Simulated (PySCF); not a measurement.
Gas-phase reaction: 3 Ge(OH)4 + 2 O3 ⇌ 3 GeO2 + 6 H2O2

Method: PySCF energies plus ideal-gas RRHO corrections (1 bar). † marks an energy on the PBE0/def2-TZVP geometry and frequencies; other levels use their own. CCSD(T) freezes the core. 6-31G* has spherical d functions here. All species are closed-shell singlets. B3LYP is the form with VWN-RPA correlation. Ge: all electrons, no relativistic terms. Ge(OH)4, GeO2: computed as isolated molecules; such fragments, hydroxides, amides, oligomers or adducts are transient or little studied in the gas. CCSD(T) isn't extrapolated to the basis-set limit. Strong static correlation: O3. Warning, large T1 diagnostic: GeO2, O3 (CCSD(T)/def2-SVP†).

```csv
level,"ΔH°(298 K), kJ"
B3LYP/def2-TZVP†,1543
CCSD(T)/def2-SVP†,1652
HF/6-31G*,1626
PBE/def2-TZVP†,?
PBE0/def2-TZVP,?
```

Problem. Complete the blanks.

Solution. 
- PBE/def2-TZVP†, ΔH°(298 K), kJ: 1529
- PBE0/def2-TZVP, ΔH°(298 K), kJ: 1646
